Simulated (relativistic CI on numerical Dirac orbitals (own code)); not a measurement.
Re²⁺: O2,3 absorption edge

Computed with this model: Dirac-Coulomb-Breit CI, separate exchange-only KLI orbitals for each configuration, QED by a radiative potential, valence Slater integrals scaled by 0.8, multiplet model of core-to-valence dipole absorption; configurations [Xe] 4f14 5d5 → [Kr] 4d10 4f14 5s2 5p5 5d6; 10 K; Lorentzian 1.5 eV and Gaussian 0.3 eV FWHM. Energies are those of the free ion, without screening or charge transfer. The branching ratio is the share of the lower-energy edge in the whole absorption, uncertain by about 0.02 where the edges overlap. S is read from ⟨S²⟩ = S(S + 1).

Field parameters in Wybourne normalisation: D3d B²₀ = −7Dσ, B⁴₀ = −14Dq − 21Dτ, B⁴₃ = −14√(10/7) Dq; D4h B²₀ = −7Ds, B⁴₀ = 21(Dq − Dt), B⁴₄ = 21√(5/14) Dq; Oh B⁴₀ = 21Dq, B⁴₄ = √(5/14) B⁴₀; Td as Oh with Dq negative (B⁴₀ = 21Dq, B⁴₄ = √(5/14) B⁴₀). The field is a parameter set, without covalency.

free ion: ground-state S = 2.44, centroid 45.85 eV. Peaks (eV, height): 43.5 (100), 47.5 (46), 55.8 (11).

D4h, 10Dq = 14950, Ds = -500, Dt = 530 cm⁻¹: ground-state S = 2.03, centroid 45.94 eV. Peaks (eV, height): 44.0 (100), 56.2 (10).

Oh, 10Dq = 14300 cm⁻¹: ground-state S = 1.36, centroid 46.70 eV. Peaks (eV, height): 44.2 (100), 57.0 (17).

D4h, 10Dq = 35000, Ds = -750, Dt = -270 cm⁻¹: ground-state S = 0.54, centroid 49.74 eV. Peaks (eV, height): 40.0 (31), 46.8 (100), 57.8 (66), 61.0 (19).

Td, 10Dq = -19550 cm⁻¹: ground-state S = 0.71, centroid 48.61 eV. Peaks (eV, height): 44.5 (100), 54.0 (24), 56.8 (45).

D3d, 10Dq = 23500, Dσ = 120, Dτ = 280 cm⁻¹: ground-state S = 0.61, centroid 48.81 eV. Peaks (eV, height): 40.5 (24), 45.8 (100), 56.5 (46), 58.8 (29).

Strongest unbroadened transitions for Oh, 10Dq = 14300 cm⁻¹:

```csv
Energy (eV),Relative strength
40.33,36.3
42.07,37.3
42.92,36.8
43.73,39.3
43.77,54.1
43.92,68.2
44.09,34.2
44.28,42.7
44.29,100.0
44.36,75.0
44.44,44.7
44.59,63.5
45.21,72.9
45.45,51.2
45.46,44.0
45.49,39.7
46.75,33.7
48.72,33.4
```
